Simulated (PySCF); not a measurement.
Isomers of C6H12Si2, mass 140.048 u with the commonest isotopes. Method: PBE0/pcSseg-1 in PySCF (dipole) on a GFN2-xTB geometry, gas phase. One conformer each, none proved a minimum here; rigid rotors.

Question: Order these by out-of-plane moment Σ m c² = (Ia + Ib − Ic)/2, largest first.
A. `[CH:1]#[C:2][Si@@H:3]([SiH2:4][CH3:5])[CH:6]1[CH2:7][CH2:8]1` with C2–Si3–Si4–C5 26°, C2–Si3–C6–C7 -167°
B. `[CH2:1]=[CH:2][C@H:3]([SiH3:4])[C:5]1=[CH:6][SiH2:7][CH2:8]1` with C1–C2–C3–Si4 -104°, C2–C3–C5–C6 -136°
C. `[CH2:1]=[CH:2][C@@H:3]([CH3:4])[C:5]1=[CH:6][SiH2:7][SiH2:8]1` with C1–C2–C3–C4 126°, C2–C3–C5–C6 19°
D. `[CH2:1]=[CH:2][Si@H:3]([CH3:4])[C:5]1=[CH:6][SiH2:7][CH2:8]1` with C1–C2–Si3–C4 104°, C2–Si3–C5–C6 111°

Answer: A (79.64 u·Å²), B (54.83 u·Å²), D (52.80 u·Å²), C (22.62 u·Å²).

Question: Order these by rotational constant C, smallest first.
A. `[CH:1]#[C:2][Si@@H:3]([SiH2:4][CH3:5])[CH:6]1[CH2:7][CH2:8]1` with C2–Si3–Si4–C5 26°, C2–Si3–C6–C7 -167°
B. `[CH2:1]=[CH:2][C@@H:3]([CH3:4])[C:5]1=[CH:6][SiH2:7][SiH2:8]1` with C1–C2–C3–C4 126°, C2–C3–C5–C6 19°
C. `[CH2:1]=[CH:2][C@H:3]([SiH3:4])[C:5]1=[CH:6][SiH2:7][CH2:8]1` with C1–C2–C3–Si4 -104°, C2–C3–C5–C6 -136°

Answer: B (694.1 MHz), C (709.5 MHz), A (788.9 MHz).

Question: Order these by rotational constant B, largest first.
A. `[CH:1]#[C:2][Si@@H:3]([SiH2:4][CH3:5])[CH:6]1[CH2:7][CH2:8]1` with C2–Si3–Si4–C5 26°, C2–Si3–C6–C7 -167°
B. `[CH2:1]=[CH:2][C@H:3]([SiH3:4])[C:5]1=[CH:6][SiH2:7][CH2:8]1` with C1–C2–C3–Si4 -104°, C2–C3–C5–C6 -136°
C. `[CH2:1]=[CH:2][C@@H:3]([CH3:4])[C:5]1=[CH:6][SiH2:7][SiH2:8]1` with C1–C2–C3–C4 126°, C2–C3–C5–C6 19°
D. `[CH2:1]=[CH:2][Si@H:3]([CH3:4])[C:5]1=[CH:6][SiH2:7][CH2:8]1` with C1–C2–Si3–C4 104°, C2–Si3–C5–C6 111°

Answer: A (1146 MHz), C (899.2 MHz), D (857.7 MHz), B (837.0 MHz).

| SMILES | point group | Ia (u·Å²) | Ib (u·Å²) | Ic (u·Å²) | κ | μa (D) | μb (D) | μc (D) |
| --- | --- | --- | --- | --- | --- | --- | --- | --- |
| C=C[C@H]([SiH3])C1=C[SiH2]C1 | C1 | 218.20 | 603.77 | 712.31 | -0.84 | 0.37 | 0.03 | 0.10 |
| C=C[C@@H](C)C1=C[SiH2][SiH2]1 | C1 | 211.32 | 562.03 | 728.12 | -0.76 | 0.47 | 0.20 | 0.02 |
| C#C[Si@@H]([SiH2]C)C1CC1 | C1 | 358.86 | 441.03 | 640.61 | 0.15 | 0.13 | 0.09 | 0.87 |
| C=C[Si@H](C)C1=C[SiH2]C1 | C1 | 222.96 | 589.24 | 706.60 | -0.82 | 0.10 | 0.14 | 0.32 |
